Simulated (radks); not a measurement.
Trend from Li to Ne: ionisation energy by Delta-SCF between NIST ground configurations, and size. Calculated with a radial shooting solver on a logarithmic mesh with Libxc functionals: scalar-relativistic Kohn-Sham, r2SCAN, spin-unpolarised, spherical densities, finite nucleus; meta-GGA in the generalised Kohn-Sham scheme; Fermi nuclear charge, rms radius of each element as measured or else 0.836 A^(1/3) + 0.57 fm.

species,configuration,IE (eV),NIST (eV),kind
Li,[He] 2s1,5.005,5.392,exp.
Be,[He] 2s2,9.607,9.323,exp.
B,[He] 2s2 2p1,7.934,8.298,exp.
C,[He] 2s2 2p2,10.734,11.260,exp.
N,[He] 2s2 2p3,13.650,14.534,exp.
O,[He] 2s2 2p4,16.689,13.618,exp.
F,[He] 2s2 2p5,19.860,17.423,exp.
Ne,[Ne],23.166,21.565,exp.

Reference values: NIST Atomic Spectra Database (exp. = measured, semi-emp. = semi-empirical, theory = theoretical value adopted there). Spin polarisation and multiplet splitting are left out, so open shells lie too high by an amount that depends on their filling.

Beside tabulated values, note that spin-unpolarised runs miss the spin-polarisation part of the exchange energy of open shells.
